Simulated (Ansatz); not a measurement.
`F[SiH2]N[SiH2]F` → F• + `F[SiH2]N[SiH2]`•  (homolysis of the F–Si bond)

Computed with Ansatz on PBE0-D4/def2-TZVP structures; ΔE is electronic, products minus reactants. CCSD(T)/CBS adds triple-zeta CCSD(T) − MP2 to the extrapolated MP2 energy (def2 sets, frozen cores). This one scheme is used for every species, atoms too. Functionals use def2-TZVPP. No spin–orbit coupling; open shells (•) take unrestricted orbitals. Spin–orbit coupling would lower the free atoms: a little for F. Each species was taken in one conformer, which may not be the lowest.

`F[SiH2]N[SiH2]F`:

```xyz
10

F     0.940    1.457   -1.918
Si    1.246    0.766   -0.510
N    -0.182    0.462    0.387
Si   -1.120   -0.971    0.448
F    -2.332   -0.945   -0.593
H     1.895   -0.533   -0.788
H     2.104    1.714    0.234
H    -0.571    1.259    0.873
H    -1.734   -1.104    1.787
H    -0.246   -2.104    0.078
```

`F[SiH2]N[SiH2]`•:

Z-matrix (Å, degrees):
```
Si
N 1 1.712
F 1 1.600 2 112.4
H 1 1.477 2 108.5 3 117.9
H 1 1.480 2 109.2 3 -117.5
Si 2 1.736 1 128.4 3 -87.1
H 2 1.012 1 115.7 3 82.6
H 6 1.489 2 106.6 1 -21.1
H 6 1.494 2 109.5 1 -141.2
```

Q: What is ΔE at CCSD(T)/CBS? (Estimate.)

A: Ansatz gave: +161.1 kcal/mol.

Q: What do these levels give: PBE-D4, r2SCAN-D4, PBE0-D4, ωB97M-V, B2PLYP, PBE, MP2/def2-TZVPP, CCSD/def2-TZVPP, HF/def2-QZVPP, SCS-MP2/def2-QZVPP, MP2/CBS(def2), CCSD/CBS(def2)? (Estimate.)

A: The calculation gave: PBE-D4 156.0, r2SCAN-D4 154.6, PBE0-D4 152.6, ωB97M-V 159.4, B2PLYP 156.8, PBE 155.7, MP2/def2-TZVPP 164.0, CCSD/def2-TZVPP 154.0, HF/def2-QZVPP 122.0, SCS-MP2/def2-QZVPP 164.0, MP2/CBS(def2) 169.1, CCSD/CBS(def2) 159.0 kcal/mol.

Largest T1 diagnostic among the species: 0.014.

From PBE to PBE0 (25 % exact exchange), in def2-TZVPP and without D4, ΔE moves by −3.4 kcal/mol: exact exchange takes away binding that semilocal exchange gives to molecules. In def2-TZVPP, CCSD(T) changes the Hartree–Fock value by +34.7 kcal/mol (the triples alone add +2.0 kcal/mol) and MP2 by +42.7 kcal/mol; breaking electron pairs costs correlation energy, which Hartree–Fock lacks.
